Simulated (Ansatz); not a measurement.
This geometry of CH$_{3}$NSSi (7 atoms, charge 0, multiplicity 1) is a first-order saddle point.

Level of theory: RKS revPBE/def2-SVP (Ansatz).

```xyz
7
Properties=species:S:1:pos:R:3
N -0.505 0.532 1.900
C 0.095 0.312 0.899
Si 1.070 -0.471 -0.559
S -0.608 -0.293 -2.023
H -1.041 0.706 2.737
H 1.788 0.853 -0.831
H -0.798 -1.639 -2.123
```

(1) Which two structures does it join? (They come from a converged band through this point; their orientation in space is the band's.)

(2) How far does it lie above each of them?

Answers

(1) No bond is made or broken.

Image 0:

```xyz
7
Properties=species:S:1:pos:R:3
N -0.619 0.806 1.892
C -0.035 0.480 0.885
Si 0.907 -0.336 -0.497
S -0.616 -0.392 -2.089
H -0.796 0.350 2.795
H 1.804 0.845 -0.829
H -0.645 -1.753 -2.157
```

Image 6:

```xyz
7
Properties=species:S:1:pos:R:3
N -0.410 0.253 2.093
C 0.043 0.262 0.967
Si 0.943 -0.334 -0.543
S -0.692 -0.373 -2.020
H -0.991 0.961 2.559
H 1.714 0.946 -0.815
H -0.607 -1.716 -2.239
```

(2) 1.3 kcal/mol above the first and 1.6 kcal/mol above the second. This is the barrier of this one path; another mechanism may lie lower.

The run took 2.6 min on 1 thread of Intel(R) Xeon(R) Platinum 8375C CPU @ 2.90GHz (Ice Lake), on a shared host, peak memory 0.12 GiB.
